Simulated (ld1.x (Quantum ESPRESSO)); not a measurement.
# Before and after: ultrasoft potential for indium (In)

indium, ultrasoft, made with ld1.x (Quantum ESPRESSO) 7.5 (LDA (PZ), scalar-relativistic). Core [Ar] 3d10 4s2, reference 4p6 4d10 5s2 5p1. Waves: 5s (bound): rcut 1.85, rcutus 2.25 bohr; 5s channel at 1.25 Ry: rcut 1.85, rcutus 2.25 bohr; 4p (bound): rcut 1.20, rcutus 1.30 bohr; 5p (bound): rcut 1.20, rcutus 1.30 bohr; 4d (bound): rcut 1.30, rcutus 1.45 bohr; 4d channel at -0.95 Ry: rcut 1.30, rcutus 1.45 bohr. Local part: all-electron potential smoothed inside 1.60 bohr (lloc = -1). Core correction: Bessel-smoothed model core inside 1.20 bohr. Augmentation charge: PSQ, inside the norm-conserving radii.

Change: functional revPBE.

Cutoffs: the cutoffs (Ry, on a coarse ladder) from which the occupation-weighted sum of valence levels, in a spherical-Bessel basis at the reference potential, stays within 10 and 1 mRy of its value at 400 Ry; they do not see the model core or the augmentation charge, which bear on the density cutoff. Errors are all-electron minus pseudo energies relative to the spin-unpolarised reference configuration.

Task: What does the change do?

Result: The potential gets neither clearly harder nor softer (80 Ry and 120 Ry → 80 Ry and 120 Ry); both files keep a bound ghost (s); the number of tests with a reliable result goes from 9 to 7; of the 7 tests that both files solve, the error grows in 2 and shrinks in 0 by more than 15 % and 0.3 meV (median size 13.5 → 16.0 meV).

```tsv
quantity	base	changed
cutoff, loose	80 Ry	80 Ry
cutoff, tight	120 Ry	120 Ry
bound ghosts	s	s
error for 4p6 4d10 5s2 5p0, meV [ΔE 5.59 → 5.28 eV]	-1.4	-1.6
error for 4p6 4d10 5s1 5p0, meV [ΔE 25.26 → 24.36 eV]	-5.1	-5.5
error for 4p6 4d10 5s0 5p0, meV [ΔE 54.00 → 52.49 eV]	-13	-16
error for 4p6 4d9 5s2 5p1, meV [ΔE 25.22 → 25.09 eV]	-44	-49
error for 4p6 4d9 5s2 5p2, meV [ΔE 18.20 → 18.35 eV]	-41	-50
error for 4p5 4d10 5s2 5p1, meV [ΔE 85.55 → 85.60 eV]	-88	-97
error for 4p6 4d10 5s2 5p1.3, meV [ΔE -0.58 → -0.51 eV]	+0.1	0.0
s: phases at 2.46 bohr within 0.05 rad from the reference energy up to (Ry; the scan ends near 5)	n/a	to the end of the scan
p: phases at 2.46 bohr within 0.05 rad from the reference energy up to (Ry; the scan ends near 5)	to the end of the scan	to the end of the scan
d: phases at 2.46 bohr within 0.05 rad from the reference energy up to (Ry; the scan ends near 5)	to the end of the scan	to the end of the scan
lowest overlap eigenvalue by channel	s 0.33, p 0.22, d 0.88	s 0.33, p 0.23, d 0.88
```

 A true bound ghost makes a file unfit for plane-wave use even where its test errors are small: the radial tests pick states by their node count and pass the ghost by.
